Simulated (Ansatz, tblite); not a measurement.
Forces on Na₂Te at its r2SCAN-D4/def2-TZVP geometry. Charge 0, multiplicity 1.

In the def2 sets Te takes a core potential; there is no spin–orbit coupling. The xTB rows come from tblite. The structure comes from a short search, and lower isomers may exist.

GFN1-xTB (tblite), largest force 0.36 eV/Å:

```xyz
3
positions Å, forces eV/Å
Na   -0.690   -2.058    0.553    0.133    0.303   -0.132
Na    0.119    2.199    0.407    0.011   -0.337   -0.109
Te    0.571   -0.141   -0.960   -0.144    0.035    0.241
```

GFN2-xTB (tblite), largest force 0.74 eV/Å:

```
Na -0.235 -0.211 0.323
Na -0.138 0.304 0.306
Te 0.373 -0.093 -0.628
```

PBE-D4/def2-TZVP (Ansatz), largest force 0.11 eV/Å:

```
Na -0.033 -0.027 0.046
Na -0.021 0.041 0.044
Te 0.054 -0.014 -0.090
```
